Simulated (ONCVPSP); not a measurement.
# What one change does to a pseudopotential (Ru, ONCV)

| Quantity | Value |
| --- | --- |
| Element | Ru |
| Generator | ONCVPSP 4.0.1 |
| Type | optimised norm-conserving Vanderbilt (ONCV) |
| Functional | PBEsol |
| Relativity | scalar-relativistic |
| Frozen core | [Ar] 3d10 |
| Valence charge | 16 |
| Reference configuration | 4s2 4p6 4d7 5s1 |
| Partial waves | 4s+5s: rc 1.30 bohr, ncon 4, nbas 7, qcut 6.9 1/bohr, 2 projectors; 4p: rc 1.15 bohr, ncon 3, nbas 7, qcut 8.6 1/bohr, 2 projectors, debl 3 Ha; 4d: rc 1.40 bohr, ncon 5, nbas 9, qcut 6.7 1/bohr, 3 projectors, debl 0.7 Ha |
| Local potential | polynomial inside 1.10 bohr (lpopt 5, dvloc0 2 Ha) |
| Core correction | Teter function fitted to the true core (icmod 2), fcfact 0.75 |

Change: d: rc 1.1.

Cutoffs: the cutoffs (Ha) at which the residual kinetic energy of the hardest occupied pseudo-wave falls to 1 and 0.1 mHa per electron; they do not see the model core or the augmentation charge, which bear on the density cutoff. Errors are all-electron minus pseudo energies relative to the spin-unpolarised reference configuration.

**Question.** Predict the effect on cutoff, ghosts and configuration errors.

**Answer.** The potential gets harder (34 Ha and 116 Ha → 115 Ha and 229 Ha); both files keep a bound ghost (d); of the 4 tests that both files solve, the error grows in 1 and shrinks in 2 by more than 15 % and 0.3 meV (median size 1.7 → 1.2 meV). A smaller radius makes the pseudo-wave follow the all-electron one further in, where it bends more sharply, so more plane waves are needed.

| quantity | base | changed |
| --- | --- | --- |
| cutoff, loose | 34 Ha | 115 Ha |
| cutoff, tight | 116 Ha | 229 Ha |
| loose cutoff by channel | s 34 Ha, p 32 Ha, d 25 Ha | s 34 Ha, p 32 Ha, d 115 Ha |
| bound ghosts | d | d |
| GHOST(+) flags under 300 eV | s at 274.7 eV | s at 274.7 eV |
| error for 4s2 4p6 4d7 5s0, meV [ΔE 7.30 eV] | -1.6 | -1.5 |
| error for 4s2 4p6 4d6 5s0, meV [ΔE 25.48 eV] | -1.7 | -0.3 |
| error for 4s2 4p6 4d5 5s0, meV [ΔE 56.09 eV] | -1.6 | +0.9 |
| error for 4s2 4p6 4d8 5s0, meV [ΔE -0.33 eV] | -2.7 | -3.4 |
| s: phases at 1.32 bohr within 0.05 rad from the reference energy up to (Ha; the scan ends near 5) | 4.8 | 4.8 |
| p: phases at 1.17 bohr within 0.05 rad from the reference energy up to (Ha; the scan ends near 5) | to the end of the scan | to the end of the scan |
| rms error of d²Exc/dni dnj with the model core, mHa | 0.48 | 0.45 |

 A true bound ghost makes a file unfit for plane-wave use even where its test errors are small: the radial tests pick states by their node count and pass the ghost by.
